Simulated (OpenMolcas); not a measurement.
Ti.

| Quantity | Value |
| --- | --- |
| Program | OpenMolcas 26.06 |
| Basis | ANO-RCC-VTZP [6s5p3d2f1g] |
| Scalar Hamiltonian | DKH2, point nucleus |
| Active space | 2 electrons in 5 orbitals (3d) |
| State averaging | 2S+1 = 3 even, 10 roots; 2S+1 = 1 even, 15 roots |
| Spin-orbit coupling | RASSI with atomic mean-field integrals over the reference wave functions, term energies averaged over their components |

Two sets of levels on these reference wave functions, in cm-1 above 3d2 4s2 3F2: one from CASSCF and one from SS-CASPT2, IPEA 0.25 Eh, imaginary shift 0.1 Eh (closed shells correlated: 3s 3p 4s).

| Level | Set 1 | Set 2 |
| --- | --- | --- |
| 3d2 4s2 3F2 | 0.0 | 0.0 |
| 3d2 4s2 3F3 | 181 | 179 |
| 3d2 4s2 3F4 | 415 | 413 |
| 3d2 4s2 1D2 | 6340 | 10600 |
| 3d2 4s2 3P0 | 9820 | 12730 |
| 3d2 4s2 3P1 | 9890 | 12790 |
| 3d2 4s2 3P2 | 10010 | 12920 |
| 3d2 4s2 1G4 | 12820 | 16290 |
| 3d2 4s2 1S0 | 27770 | 39290 |

Question: Which set is which?

Answer: Set 1 is SS-CASPT2. Its levels of the other terms of 3d2 4s2 lie at 0.60 to 0.79 of the other set's values, as expected, since terms of lower spin or lower L gain more correlation energy than the Hund ground term. Against 7 measured levels (NIST Handbook of Basic Atomic Spectroscopic Data) the mean absolute deviation is 840 cm-1 with it and 2900 cm-1 without; single levels miss by up to 1400 cm-1 with it.

CASPT2 breaks the degeneracy within a term, and the mean is taken; among the terms shown or strongly mixed into the levels shown the widest spread is 830 cm-1 (3d2 4s2 3F, SS-CASPT2). With the s shell closed, the reference lacks s² → p², s² → d² and s → d mixing, so excited terms can stand far too high and out of order, with CASPT2 too. Without dynamic correlation excited terms often stand tens of per cent too high (terms of higher spin than the ground term too low), and those without a measured partner can miss by more than the paired ones (holds for CASSCF). Some terms miss by over 15 % even with CASPT2, which points to a basis or an active space too small for the shells correlated (holds for SS-CASPT2). Measured partners are found by configuration, term and J. A level has none where our copy of the source lacks it or the pairing is in doubt (some pairs that miss far off the trend of their configuration count as doubtful), and it then counts in no deviation. Levels of configurations outside the active space are missing.
